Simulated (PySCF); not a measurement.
**Continuum solvent and chemical shifts**

Geometry:
| atom | x (Å) | y (Å) | z (Å) |
| --- | --- | --- | --- |
| C1 | 2.834 | -0.412 | 0.590 |
| P2 | 1.958 | -0.423 | -1.034 |
| C3 | 0.603 | 0.815 | -0.662 |
| P4 | -0.730 | 0.030 | 0.292 |
| C5 | -1.894 | 1.337 | 0.752 |
| O6 | -0.257 | -0.797 | 1.464 |
| C7 | -1.641 | -1.101 | -0.831 |
| O8 | -2.398 | -1.936 | -0.009 |
| H9 | 3.152 | 0.594 | 0.904 |
| H10 | 2.129 | -0.818 | 1.331 |
| H11 | 3.714 | -1.069 | 0.535 |
| H12 | 2.793 | 0.499 | -1.740 |
| H13 | 0.981 | 1.678 | -0.088 |
| H14 | 0.187 | 1.195 | -1.610 |
| H15 | -2.795 | 0.845 | 1.147 |
| H16 | -1.448 | 1.953 | 1.546 |
| H17 | -2.166 | 1.969 | -0.106 |
| H18 | -0.894 | -1.643 | -1.447 |
| H19 | -2.309 | -0.552 | -1.516 |
| H20 | -1.824 | -2.141 | 0.750 |

GIAO PBE0/pcSseg-1 in PySCF 2.14 on one PBE0-D3(BJ)/def2-SVP conformer, non-relativistic, equivalent nuclei averaged. Solvents enter as an IEF-PCM continuum (tetrahydrofuran with ε = 7.4, methanol with ε = 32.6) around the gas-phase geometry. Shifts are referred to TMS computed in the same medium.

Gas phase, δ in ppm: C7 58.3, C3 24.3, C5 16.3, C1 8.0, H18 4.08, H12 3.70, H19 3.17, H20 2.12, H13 1.96, H9/H10/H11 1.55, H15/H16/H17 1.28, H14 0.96. Dipole moment 4.32 D.

**Question.** How does each δ change in the continuum?

**Answer.** 
```
      atoms                               environment  Δδ, tetrahydrofuran  Δδ, methanol
         C7                 sp3 CH2 bonded to O and P                 +0.7          +0.9
         C3                     sp3 CH2 bonded to 2 P                 +0.2          +0.3
         C5                 methyl carbon bonded to P                 +0.4          +0.4
         C1                 methyl carbon bonded to P                 +0.4          +0.5
        H18  hydrogen on an sp3 CH2 bonded to O and P                -0.01         -0.02
        H12    hydrogen on a phosphorus bonded to 2 C                +0.18         +0.24
        H19  hydrogen on an sp3 CH2 bonded to O and P                +0.29         +0.38
        H20             hydrogen on an alcohol oxygen                +0.07         +0.06
        H13      hydrogen on an sp3 CH2 bonded to 2 P                +0.30         +0.37
 H9/H10/H11   hydrogen on a methyl carbon bonded to P                -0.07         -0.09
H15/H16/H17   hydrogen on a methyl carbon bonded to P                +0.15         +0.17
        H14      hydrogen on an sp3 CH2 bonded to 2 P                +0.38         +0.49
```

Changes are relative to the gas phase. The dipole moment becomes 5.69 D in tetrahydrofuran, 6.04 D in methanol.

**Question.** Which nuclei move most (in ppm), and what does the model miss?

**Answer.** C7 (sp3 CH2 bonded to O and P, +0.9 ppm) in methanol. A continuum only polarises the solute; specific hydrogen bonds, the anisotropy of aromatic solvents and changes of geometry or conformer are outside it.
